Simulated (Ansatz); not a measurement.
Isolated molecules relaxed with PBE0-D4/def2-TZVP in Ansatz; ΔE leaves out vibrations. CBS: MP2 limit from def2 TZ/QZ plus the TZ coupled-cluster correction, frozen cores. Functionals use def2-TZVPP. B3LYP here is the variant with VWN-RPA as its local correlation; programs differ in this. For Se outer-core shells are correlated without core-valence functions, which leaves a few kJ/mol of doubt a bond. Scalar relativity is left out up to krypton. One conformer a species, not always the lowest.

Reaction (formal exchange of groups at the Se–P bond): `OP(O)[SeH]` + `COC` → `COC[SeH]` + `OPO`

`OP(O)[SeH]`:

Cartesian coordinates in Å:
```
O -1.142 -0.740 0.596
P 0.154 0.219 0.821
O -0.483 1.422 -0.070
Se 1.695 -0.737 -0.605
H -0.966 -1.634 0.907
H -0.005 2.243 0.082
H 0.748 -0.773 -1.731
```

`COC`:

Z-matrix (Å, degrees):
```
C
O 1 1.399
H 1 1.090 2 107.7
H 1 1.100 2 111.6 3 119.4
H 1 1.100 2 111.6 3 -119.4
C 2 1.399 1 112.1 3 -180.0
H 6 1.100 2 111.6 1 60.6
H 6 1.090 2 107.7 1 -179.9
H 6 1.100 2 111.6 1 -60.5
```

`COC[SeH]`:

Cartesian coordinates in Å:
```
C -0.173 -0.857 1.012
O 0.335 0.451 0.931
C 0.090 1.075 -0.275
Se 1.111 0.381 -1.824
H 0.328 -1.519 0.296
H 0.018 -1.213 2.024
H -1.254 -0.875 0.821
H -0.967 1.040 -0.558
H 0.412 2.110 -0.179
H 0.098 -0.593 -2.249
```

`OPO`:

Cartesian coordinates in Å:
```
O 0.879 0.686 0.582
P -0.635 0.470 -0.030
O -0.797 -1.151 -0.118
H 0.839 0.869 1.525
H -0.199 0.721 -1.366
H -0.086 -1.594 -0.594
```

```
             level  ΔE (kJ/mol)
          B3LYP-D4         67.1
           ωB97M-V         63.3
               PBE         69.0
            r2SCAN         72.1
SCS-MP2/def2-TZVPP         55.8
CCSD(T)/def2-TZVPP         55.4
      HF/CBS(def2)         61.2
     MP2/CBS(def2)         65.1
```

What does CCSD(T)/CBS give? (An estimate is asked.)

The calculation gave: +62.2 kJ/mol. The listed levels differ from it by 4.9, 1.1, 6.8, 9.9, -6.4, -6.8, -1.0, 2.9 kJ/mol.

Largest T1 diagnostic among the species: 0.013.
